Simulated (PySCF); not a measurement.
Exercise with solution: dipole moment from atomic charges

BeGeH4O, SMILES [OH][Be][GeH3]. Atoms are numbered in the order given.

```xyz
7

Be     1.0851    -0.0664    -0.8169
O      2.1949    -0.2057    -1.6629
H      2.8643     0.3454    -2.0562
Ge    -0.6665     0.0421     0.5012
H     -1.0304    -1.3205     1.1307
H     -0.4649     1.0131     1.6858
H     -1.9403     0.5259    -0.2262
```
Charge 0, spin multiplicity 1.

The structure is a stationary point at B3LYP-D3(BJ)/def2-TZVP. One conformer was computed; it need not be the lowest.

Charges (e) from ωB97X/def2-TZVPD (PySCF):

```
atom  ESP fit     IAO
----  -------  ------
Be1     0.554   1.383
O2     -0.739  -1.240
H3      0.404   0.386
Ge4    -0.143  -0.272
H5     -0.010  -0.084
H6     -0.037  -0.086
H7     -0.030  -0.086
```

The dipole moment of the full density is 1.97 D.

What dipole moment does each set of point charges give, and which comes closer to that of the density?


μ = Σ q r, and 1 e Å = 4.8032 D.
ESP fit: Σ q r = (0.317, 0.209, -0.193) e Å, |μ| = 2.05 D.
IAO: Σ q r = (0.359, 0.264, -0.218) e Å, |μ| = 2.38 D.
ESP fit comes closer in size. Point charges leave out the atoms' own dipoles (lone pairs, polarised bonds); fits to the potential absorb them, partitions of the density don't.
